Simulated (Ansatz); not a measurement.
# Ligand exchange: KBr + C2H8OSi → KOH + C2H7BrSi

Gas-phase species: KBr, singlet; C2H8OSi `CC[SiH2]O`, singlet; KOH `[OH][K]`, singlet; C2H7BrSi `CC[SiH2]Br`, singlet. The partners trade Br for OH: K–Br and Si–OH bonds give way to K–OH and Si–Br.

Shapes, held fixed at every level: PBE0-D4/def2-TZVP. Flexible molecules stand in one conformer, not always the lowest. Programs: Ansatz 0.2.0. The zero-point and thermal change to 298 K, harmonic and unscaled (PBE0-D4/def2-TZVP), is -3.3 kJ/mol.

Q: Estimate ΔH(298 K) of this reaction.

A: The highest level, CCSD(T)/def2-TZVPP, gives ΔH(298 K) = +171.3 kJ/mol; the levels span +164.0 to +178.3. The column of differences is taken from that level and isn't an error. No measured value is set beside it here. Relativity is left out for Br. Outer-core shells of Br, K are correlated, in sets that cover them unevenly. Sets without diffuse functions underbind ionic bonds of s-block metals.

| level | kind | ΔH(298 K) (kJ/mol) | less CCSD(T)/def2-TZVPP |
| --- | --- | --- | --- |
| r2SCAN-D4/def2-TZVPP | meta-GGA | +165.6 | -5.7 |
| PBE0-D4/def2-TZVPP | global hybrid | +164.1 | -7.2 |
| r2SCAN0-D4/def2-TZVPP | global hybrid | +175.4 | +4.1 |
| MP2/def2-SVP | perturbation theory | +178.3 | +7.0 |
| MP2/def2-TZVPP | perturbation theory | +164.0 | -7.3 |
| CCSD(T)/def2-SVP | coupled cluster or CI | +177.8 | +6.5 |
| CCSD/def2-TZVPP | coupled cluster or CI | +176.1 | +4.8 |
| CCSD(T)/def2-TZVPP | coupled cluster or CI | +171.3 | 0.0 |
